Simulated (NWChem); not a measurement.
System: CH₃Cl₂FSn; SMILES [Sn]([Cl])([F])([Cl])[CH3]

The following NWChem deck was run.

```
start job
memory heap 200 mb stack 900 mb global 1100 mb
geometry units angstroms noautoz
  C     -1.983149     0.000173    -1.249178
  Sn    -0.297048     0.009435     0.041737
  F     -0.863742     0.330010     1.858577
  Cl     1.242483     1.696206    -0.421955
  Cl     0.853732    -2.015735     0.111725
  H     -2.044766    -0.980626    -1.737697
  H     -1.858631     0.796780    -1.993712
  H     -2.874842     0.182076    -0.634760
end
basis spherical
  C library def2-svp
  Sn library def2-svp
  F library def2-svp
  Cl library def2-svp
  H library def2-svp
end
ecp
  Sn library def2-ecp
end
dft
  xc b3lyp
  iterations 150
  mulliken
end
task dft energy
```

Excerpt of the output:

```
             Northwest Computational Chemistry Package (NWChem) 7.3.0
             --------------------------------------------------------

 CS  symmetry detected

                             Geometry "geometry" -> ""
                             -------------------------

 Output coordinates in angstroms (scale by  1.889725989 to convert to a.u.)

  No.       Tag          Charge          X              Y              Z
 ---- ---------------- ---------- -------------- -------------- --------------
    1 C                    6.0000    -1.81539023    -1.42202945     0.00000000
    2 Sn                  50.0000    -0.24442861     0.00680341     0.00000000
    3 F                    9.0000    -0.98049565     1.79090636     0.00000000
    4 Cl                  17.0000     1.12229609    -0.08746260     1.88510262
    5 Cl                  17.0000     1.12229609    -0.08746260    -1.88510262
    6 H                    1.0000    -1.72684948    -2.03987752    -0.90268512
    7 H                    1.0000    -1.72684948    -2.03987752     0.90268512
    8 H                    1.0000    -2.76613542    -0.87266786     0.00000000

 Effective nuclear repulsion energy (a.u.)     766.1925525320

      Symmetry information
      --------------------

 Group name             Cs
 Group number              2
 Group order               2
 No. of unique centers     6

                                 NWChem DFT Module
                                 -----------------

 Summary of "ao basis" -> "ao basis" (spherical)
 ------------------------------------------------------------------------------
       Tag                 Description            Shells   Functions and Types
 ---------------- ------------------------------  ------  ---------------------
 C                          def2-svp                 6       14   3s2p1d
 Sn                         def2-svp                10       26   4s4p2d
 F                          def2-svp                 6       14   3s2p1d
 Cl                         def2-svp                 8       18   4s3p1d
 H                          def2-svp                 3        5   2s1p

      Symmetry analysis of basis
      --------------------------

        a'         65
        a"         40

            General Information
            -------------------
          SCF calculation type: DFT
          Wavefunction type:  closed shell.
          No. of atoms     :     8
          No. of electrons :    74
           Alpha electrons :    37
            Beta electrons :    37
          Charge           :     0
          Spin multiplicity:     1
          Use of symmetry is: on ; symmetry adaption is: on
          Maximum number of iterations: 150
          AO basis - number of functions:   105
                     number of shells:    47
          Convergence on energy requested:  1.00D-06
          Convergence on density requested:  1.00D-05
          Convergence on gradient requested:  5.00D-04

              XC Information
              --------------
                         B3LYP Method XC Potential
                     Hartree-Fock (Exact) Exchange  0.200
                        Slater Exchange Functional  0.800 local
                    Becke 1988 Exchange Functional  0.720 non-local
              Lee-Yang-Parr Correlation Functional  0.810
                  VWN I RPA Correlation Functional  0.190 local

             Grid Information
             ----------------
          Grid used for XC integration:  medium
          Radial quadrature: Mura-Knowles
          Angular quadrature: Lebedev.
          Tag              B.-S. Rad. Rad. Pts. Rad. Cut. Ang. Pts.
          ---              ---------- --------- --------- ---------
          C                   0.70       49          10.0       434
          Sn                  1.45      123           9.0       590
          F                   0.50       49          11.0       434
          Cl                  1.00       88          11.0       590
          H                   0.35       45          11.0       434
          Grid pruning is: on
          Number of quadrature shells:   399
          Spatial weights used:  Erf1

      Superposition of Atomic Density Guess
      -------------------------------------

 Sum of atomic energies:       -1306.15794033

      Non-variational initial energy
      ------------------------------

 Total energy =   -1271.328947
 1-e energy   =   -2679.801875
 2-e energy   =     986.013973
 HOMO         =      -0.378221
 LUMO         =      -0.043984

      Symmetry analysis of molecular orbitals - initial
      -------------------------------------------------

  Numbering of irreducible representations:

     1 a'          2 a"

  Orbital symmetries:

     1 a'          2 a"          3 a'          4 a'          5 a'
     6 a"          7 a'          8 a"          9 a'         10 a'
    11 a"         12 a"         13 a'         14 a'         15 a"
    16 a'         17 a'         18 a'         19 a"         20 a'
    21 a'         22 a"         23 a'         24 a'         25 a"
    26 a'         27 a"         28 a'         29 a'         30 a"
    31 a'         32 a"         33 a'         34 a'         35 a"
    36 a"         37 a'         38 a'         39 a'         40 a"
    41 a'         42 a'         43 a'         44 a"         45 a'
    46 a"         47 a'

     ---------------------------------------------
      Total Density - Mulliken Population Analysis
     ---------------------------------------------

    Atom       Charge   Shell Charges
 -----------   ------   -------------------------------------------------------
    1 C    6     6.50   1.99  0.95  0.30  2.00  1.25  0.01
    2 Sn  22    20.23   1.60  0.41  0.82  0.17  3.27  2.73  0.74  0.31  9.77  0.41
    3 F    9     9.72   1.99  1.15  0.81  3.55  2.22  0.00
    4 Cl  17    17.49   2.00  1.99  1.23  0.73  5.94  2.16  3.43  0.01
    5 Cl  17    17.49   2.00  1.99  1.23  0.73  5.94  2.16  3.43  0.01
    6 H    1     0.86   0.65  0.18  0.03
    7 H    1     0.86   0.65  0.18  0.03
    8 H    1     0.86   0.65  0.18  0.03

   convergence    iter        energy       DeltaE   RMS-Dens  Diis-err
 ---------------- ----- ----------------- --------- --------- ---------
 d= 0,ls=0.0,diis     1  -1274.1529907293 -1.70D+03  2.09D-02  9.11D-01
 d= 0,ls=0.0,diis     2  -1273.9503169947  2.03D-01  1.16D-02  3.20D+00
 d= 0,ls=0.0,diis     3  -1274.2644486970 -3.14D-01  2.85D-03  5.67D-02
 d= 0,ls=0.0,diis     4  -1274.2674833851 -3.03D-03  1.32D-03  2.45D-02
 d= 0,ls=0.0,diis     5  -1274.2706742886 -3.19D-03  1.39D-04  1.37D-04
  Resetting Diis
 d= 0,ls=0.0,diis     6  -1274.2706858464 -1.16D-05  5.59D-05  3.48D-05
 d= 0,ls=0.0,diis     7  -1274.2706903956 -4.55D-06  3.03D-05  3.37D-06
 d= 0,ls=0.0,diis     8  -1274.2706898367  5.59D-07  1.89D-05  7.36D-06
 d= 0,ls=0.0,diis     9  -1274.2706908578 -1.02D-06  1.75D-06  7.09D-08
 d= 0,ls=0.0,diis    10  -1274.2706908640 -6.18D-09  4.93D-07  5.99D-09

         Total DFT energy =    -1274.270690863955
      One electron energy =    -2681.988608966496
           Coulomb energy =     1077.030902129842
    Exchange-Corr. energy =      -91.771939021731
 Nuclear repulsion energy =      422.458954994430

 Numeric. integr. density =       74.000005303562

                  Occupations of the irreducible representations
                  ----------------------------------------------

                     irrep           alpha         beta
                     --------     --------     --------
                     a'               23.0         23.0
                     a"               14.0         14.0

                       DFT Final Molecular Orbital Analysis
                       ------------------------------------

 Vector   35  Occ=2.000000D+00  E=-3.264190D-01  Symmetry=a"
              MO Center=  1.1D+00, -7.7D-02, -1.9D-13, r^2= 4.6D+00
   Bfn.  Coefficient  Atom+Function         Bfn.  Coefficient  Atom+Function
  ----- ------------  ---------------      ----- ------------  ---------------
    66      0.451454  4 Cl py                84     -0.451454  5 Cl py
    63      0.331149  4 Cl py                81     -0.331149  5 Cl py
    60      0.193041  4 Cl py                78     -0.193041  5 Cl py
    46      0.070725  3 F  pz                65      0.059107  4 Cl px
    83     -0.059107  5 Cl px                32     -0.056470  2 Sn d -1

 Vector   36  Occ=2.000000D+00  E=-3.231452D-01  Symmetry=a'
              MO Center=  4.7D-01, -2.6D-01,  7.7D-14, r^2= 5.4D+00
   Bfn.  Coefficient  Atom+Function         Bfn.  Coefficient  Atom+Function
  ----- ------------  ---------------      ----- ------------  ---------------
    65      0.292311  4 Cl px                83      0.292311  5 Cl px
    66      0.260526  4 Cl py                84      0.260526  5 Cl py
    62      0.219656  4 Cl px                80      0.219656  5 Cl px
    63      0.199608  4 Cl py                81      0.199608  5 Cl py
     4      0.190782  1 C  px                 5      0.147970  1 C  py

 Vector   37  Occ=2.000000D+00  E=-3.221485D-01  Symmetry=a"
              MO Center=  1.1D+00, -7.4D-02,  3.4D-13, r^2= 4.7D+00
   Bfn.  Coefficient  Atom+Function         Bfn.  Coefficient  Atom+Function
  ----- ------------  ---------------      ----- ------------  ---------------
    67      0.339445  4 Cl pz                85      0.339445  5 Cl pz
    65     -0.300299  4 Cl px                83      0.300299  5 Cl px
    64      0.251398  4 Cl pz                82      0.251398  5 Cl pz
    62     -0.224373  4 Cl px                80      0.224373  5 Cl px
    61      0.146099  4 Cl pz                79      0.146099  5 Cl pz

 Vector   38  Occ=0.000000D+00  E=-8.043986D-02  Symmetry=a'
              MO Center= -2.5D-02, -1.3D-01,  5.1D-16, r^2= 4.5D+00
   Bfn.  Coefficient  Atom+Function         Bfn.  Coefficient  Atom+Function
  ----- ------------  ---------------      ----- ------------  ---------------
    17      0.801690  2 Sn s                 18      0.597884  2 Sn s
     3     -0.450474  1 C  s                 67      0.342993  4 Cl pz
    85     -0.342993  5 Cl pz                16     -0.292323  2 Sn s
    15     -0.229111  2 Sn s                 65      0.212558  4 Cl px
    83      0.212558  5 Cl px                 7     -0.208121  1 C  px

 Vector   39  Occ=0.000000D+00  E=-2.969260D-03  Symmetry=a'
              MO Center= -2.8D-01, -1.7D-01,  4.2D-14, r^2= 4.3D+00
   Bfn.  Coefficient  Atom+Function         Bfn.  Coefficient  Atom+Function
  ----- ------------  ---------------      ----- ------------  ---------------
    29      0.613614  2 Sn py                28     -0.479343  2 Sn px
    26      0.386266  2 Sn py                25     -0.313232  2 Sn px
    43     -0.303953  3 F  s                102     -0.275248  8 H  s
    92      0.189803  6 H  s                 97      0.189803  7 H  s
    45     -0.186487  3 F  py                66     -0.175491  4 Cl py

 Vector   40  Occ=0.000000D+00  E= 7.998024D-03  Symmetry=a"
              MO Center= -4.6D-01, -7.1D-02, -4.7D-14, r^2= 4.4D+00
   Bfn.  Coefficient  Atom+Function         Bfn.  Coefficient  Atom+Function
  ----- ------------  ---------------      ----- ------------  ---------------
    30      0.827577  2 Sn pz                27      0.565779  2 Sn pz
    92      0.318943  6 H  s                 97     -0.318943  7 H  s
    58     -0.308875  4 Cl s                 76      0.308875  5 Cl s
    65      0.291532  4 Cl px                83     -0.291532  5 Cl px
     9      0.175171  1 C  pz                67      0.170093  4 Cl pz

     ---------------------------------------------
      Total Density - Mulliken Population Analysis
     ---------------------------------------------

    Atom       Charge   Shell Charges
 -----------   ------   -------------------------------------------------------
    1 C    6     6.25   1.99  0.91  0.24  2.09  1.01  0.02
    2 Sn  22    21.11   1.60  0.42  1.10  0.03  3.25  2.75  1.22  0.40  9.74  0.60
    3 F    9     9.41   1.99  1.12  0.83  3.32  2.14  0.00
    4 Cl  17    17.25   2.00  1.98  1.28  0.69  5.93  2.14  3.22  0.01
    5 Cl  17    17.25   2.00  1.98  1.28  0.69  5.93  2.14  3.22  0.01
    6 H    1     0.91   0.72  0.16  0.03
    7 H    1     0.91   0.72  0.16  0.03
    8 H    1     0.91   0.72  0.16  0.03

     -------------------------------------------
      Total Density - Lowdin Population Analysis
     -------------------------------------------

    Atom       Charge   Shell Charges
 -----------   ------   -------------------------------------------------------
    1 C    6     6.21   1.96  0.59  0.34  1.85  1.42  0.04
    2 Sn  22    21.50   1.17  0.76  0.76  0.36  3.01  2.84  1.22  0.74  9.49  1.15
    3 F    9     9.31   1.98  1.03  0.81  3.20  2.28  0.00
    4 Cl  17    17.07   2.00  1.96  1.06  0.80  5.82  2.25  3.16  0.01
    5 Cl  17    17.07   2.00  1.96  1.06  0.80  5.82  2.25  3.16  0.01
    6 H    1     0.95   0.62  0.25  0.07
    7 H    1     0.95   0.62  0.25  0.07
    8 H    1     0.94   0.62  0.25  0.07

     Multipole analysis of the density
     ---------------------------------

     L   x y z        total         alpha         beta         nuclear
     -   - - -        -----         -----         ----         -------
     0   0 0 0      0.000000    -37.000000    -37.000000     74.000000

     1   1 0 0     -0.890675     -6.911981     -6.911981     12.933287
     1   0 1 0     -1.209771     -0.424893     -0.424893     -0.359984
     1   0 0 1     -0.000000     -0.000000     -0.000000      0.000000

     2   2 0 0    -44.314721   -176.035890   -176.035890    307.757059
     2   1 1 0      3.176322     -8.715251     -8.715251     20.606823
     2   1 0 1      0.000000      0.000000      0.000000      0.000000
     2   0 2 0    -46.705652   -113.243612   -113.243612    179.781571
     2   0 1 1     -0.000000     -0.000000     -0.000000      0.000000
     2   0 0 2    -47.352901   -242.319301   -242.319301    437.285700
```

Level: B3LYP/def2-SVP with def2 effective core potentials on Sn. Structure relaxed at the PBE0/def2-SVP level. No frequency run checked for a minimum. def2 effective core potentials on Sn; no spin-orbit coupling.
